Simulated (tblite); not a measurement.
Compound: C₇H₉F₂ (doublet state).
Geometry (GFN2-xTB, Å), atoms numbered from 1 in this order:
```xyz
18
C7H9F2 angstrom
C     -0.7309    1.9194   -0.2827
C     -0.4449    0.4762   -0.3944
C     -1.4154   -0.3467    0.4014
C     -2.0981   -1.3556   -0.1022
F     -2.9479   -2.0814    0.6450
C      0.9670    0.1222    0.0752
C      1.6370   -1.0284   -0.6026
C      1.5195    0.8076    1.0633
F      2.7464    0.5211    1.5401
H     -0.1395    2.6191   -0.8390
H     -1.4915    2.2869    0.3760
H     -0.4953    0.1709   -1.4506
H     -1.5266   -0.0879    1.4439
H     -2.0658   -1.7049   -1.1246
H      2.5499   -1.3018   -0.0805
H      1.8892   -0.7652   -1.6300
H      0.9693   -1.8883   -0.6273
H      1.0688    1.6431    1.5774
```

The geometry is computed with GFN2-xTB (gas phase). This method treats the open shell by occupation alone, without spin polarisation.

Masses are those of the commonest isotopes; rigid-rotor values at the optimised geometry. The values belong to one conformer with, in the numbering `[CH2:1][C@H:2](/[CH:3]=[CH:4]/[F:5])/[C:6]([CH3:7])=[CH:8]/[F:9]`, H–C1–C2–C3 -177° and 5°, C1–C2–C3–C4 128°, C1–C2–C6–C7 -148°.

Q: What are A, B and C (GHz)?

A: Ia = 200.95, Ib = 625.44, Ic = 692.69 u·Å²; 505379 MHz·u·Å²/I gives 2515, 808.0 and 729.6 MHz, that is A = 2.5149, B = 0.8080, C = 0.7296 GHz.

Q: What kind of rotor is it?

A: A near-prolate asymmetric top. Ray's parameter κ = (2B − A − C)/(A − C) = -0.912; −1 is the prolate and +1 the oblate limit.

Q: What does the inertial defect say?

A: Not planar: Δ = Ic − Ia − Ib = -133.69 u·Å². For a rigid frame Δ = −2 Σ m c², so Σ m c² = 66.85 u·Å² lies off the ab plane: 16.61 from hydrogen and 50.23 from heavier atoms. The atom farthest from that plane is 2.30 Å away.

Q: Give the other two planar moments, Paa and Pbb, and the rms extents of the mass along the axes.

A: Paa = Σ m a² = (Ib + Ic − Ia)/2 = 558.59 and Pbb = Σ m b² = (Ia + Ic − Ib)/2 = 134.10 u·Å². With the mass M = 131.07 u, the rms extents √(P/M) along a, b and c are 2.06, 1.01, 0.71 Å.

Q: Where do the levels up to J = 2 lie, in MHz?

A: Above 0(0,0):
J = 1: 1(0,1) 1538, 1(1,1) 3245, 1(1,0) 3323
J = 2: 2(0,2) 4610, 2(1,2) 6241, 2(1,1) 6477, 2(2,1) 11597, 2(2,0) 11600
Those of J = 1 are B + C, A + C and A + B.

For this open shell read J as N, the rotation without spin; fine and hyperfine splittings come on top. Its GFN2-xTB frequencies are all real (lowest 32 cm⁻¹). Zero-point vibration and centrifugal distortion are left out.
